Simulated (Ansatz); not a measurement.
**Computed against measured: atomisation enthalpy at 298 K**

10 molecules without hydrogen; the atomisation enthalpy at 298 K in kJ/mol, computed less measured. Shapes, held fixed at every level: PBE0-D4/def2-TZVP. Thermal terms are harmonic and unscaled (PBE0-D4/def2-TZVP); the spin-orbit lowering of the free atoms is taken from their spectra. Programs: Ansatz 0.2.0. Measured values: Active Thermochemical Tables, CRC Handbook of Chemistry and Physics, NIST-JANAF tables.

Levels: A = SPW92/def2-TZVPP; B = B3LYP-D4/def2-TZVPP; C = PBE0-D4/def2-TZVPP; D = MP2/def2-SVP.

```tsv
molecule	from tabulated heats	A	B	C	D
SO2 (sulfur dioxide)	1072	+310	-36	-31	-160
BBrCl2 (bromodichloroborane)	1262	+241	-19	+33	+6
BI3 (boron triiodide)	819	+253	+19	+71	+23
BiCl3 (bismuth trichloride)	837	+309	+87	+93	-83
NF3 (nitrogen trifluoride)	843	+443	+9	+16	-80
C3O2 (SMILES O=C=C=C=O)	2745	+633	+22	+62	+35
SF4 (sulfur tetrafluoride)	1358	+506	-22	-7	-193
B(BCl2)Cl2	2115	+375	-28	+52	-2
PF5 (pentafluorophosphorane)	2308	+509	-67	-61	-211
SF6 (sulfur hexafluoride)	1974	+703	-79	-27	-239
```

**Question.** Which level does best on this set, which worst, and which err to one side?

**Answer.** 
```json
{"level": "SPW92/def2-TZVPP", "kind": "LDA", "mean error": "+428.2", "mean absolute error": "428.2", "worst case": "SF6"}
{"level": "B3LYP-D4/def2-TZVPP", "kind": "global hybrid", "mean error": "-11.4", "mean absolute error": "38.8", "worst case": "BiCl3"}
{"level": "PBE0-D4/def2-TZVPP", "kind": "global hybrid", "mean error": "+20.1", "mean absolute error": "45.3", "worst case": "BiCl3"}
{"level": "MP2/def2-SVP", "kind": "perturbation theory", "mean error": "-90.4", "mean absolute error": "103.2", "worst case": "SF6"}
```

On this set B3LYP-D4/def2-TZVPP has the smallest mean absolute error and SPW92/def2-TZVPP the largest. SPW92/def2-TZVPP is too high in 10 of 10; MP2/def2-SVP is too low in 7 of 10. The heats of BiCl3, NF3, PF5 come from older tables and can be uncertain by 10 kJ/mol or more. The molecules' own spin-orbit binding is left out, so errors for heavy halides read too negative. The tabulated values of BBrCl2, BI3, SF4, B(BCl2)Cl2 are in doubt (older tables, estimates, or at odds with other calculations) and kept here. Over the 6 molecules whose values aren't doubted the mean absolute errors are A 484.5; B 50.0; C 48.3; D 134.7. Correlated wave functions converge slowly with the basis. For atoms past krypton def2 sets carry core potentials with scalar relativity. Relativity is left out for Br. Outer-core shells of Bi, Br, I are correlated, in sets that cover them unevenly. The set is small.
